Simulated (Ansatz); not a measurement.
Computed with Ansatz on PBE0-D4/def2-TZVP structures; ΔE is electronic, products minus reactants. CCSD(T)/CBS is the MP2 limit (def2-TZVPP, def2-QZVPP) plus CCSD(T) − MP2 in def2-TZVPP, frozen cores. DFT in def2-TZVPP. HSE06 is defined as in plane-wave codes. Open shells (•) are unrestricted, without spin–orbit coupling. For Zn outer-core shells are correlated without core-valence functions, which leaves a few kJ/mol of doubt a bond. Scalar relativity is left out up to krypton. One conformer a species, not always the lowest.

`C[N](C)[Zn][Cl]` → `C[N]C`• + `[Cl][Zn]`•  (homolysis of the N–Zn bond)

```csv
level,ΔE (kcal/mol)
LDA (SPW92),80.5
BLYP-D4,60.7
HSE06-D4,63.2
PBE-QIDH,66.8
BHLYP,56.4
HF/def2-SVP,37.7
HF/def2-QZVPP,32.4
CCSD/CBS(def2),67.3
```

Q: What does CCSD(T)/CBS give? (Estimate.)

A: The calculation gave: +70.4 kcal/mol. The listed levels differ from it by 10.1, -9.7, -7.2, -3.6, -14.0, -32.7, -38.0, -3.1 kcal/mol.

Q: What do rigid-rotor, harmonic-oscillator terms from PBE0-D4/def2-TZVP frequencies (298.15 K, 1 bar) make of the CCSD(T)/CBS value? (Best estimate.)

A: Computed: ΔZPE = -2.7 kcal/mol, ΔH = +68.1 kcal/mol, ΔS = 159 J/(mol·K), ΔG = +56.7 kcal/mol. Open shells count their whole term as degenerate.

Largest T1 diagnostic among the species: 0.017.

Leaving LDA and LC-ωPBE aside and taking each functional with its dispersion term where it has one, the values, not all of them listed here, spread over 9.3 kcal/mol, from BHLYP-D4 to ωB97X-V. LDA lies +17.5 kcal/mol from PBE without D4, its usual overbinding. From BLYP to BHLYP (50 % exact exchange), in def2-TZVPP and without D4, ΔE moves by −0.9 kcal/mol: exact exchange takes away binding that semilocal exchange gives to molecules. At CCSD(T), def2-SVP lies −4.3 kcal/mol from the extrapolated value and def2-TZVPP −3.6 kcal/mol: correlation converges slowly with the basis, and small sets miss more of it in the bonded molecule than in its fragments.
